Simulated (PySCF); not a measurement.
H4PSi, SMILES [SiH3][PH], multiplicity 2. Geometry: ωB97X-D3(BJ)/def2-TZVP. The isomer is the one that the SMILES or the coordinates give; other isomers of the formula were not compared.

All values below come from ωB97X-D3(BJ)/def2-TZVP in PySCF.

Harmonic wavenumbers (cm⁻¹): 191, 470, 494, 507, 786, 920, 955, 960, 2237, 2241, 2257, 2423. Rotational constants (GHz): 64.36, 5.851, 5.720; symmetry number 1.

Q: Work out the zero-point energy and the ideal-gas rigid-rotor harmonic-oscillator thermochemistry at 298.15 K and 1 atm.

A: ZPE = ½ Σ hcν = ½ × 14442 cm⁻¹ = 86.38 kJ/mol. H − E(el) = 100.21 kJ/mol. Entropy in J/(mol K): translation 160.44, rotation 94.25, vibration 20.26, spin 5.76, total 280.71. G − E(el) = 16.51 kJ/mol. Cp = 65.40 J/(mol K).
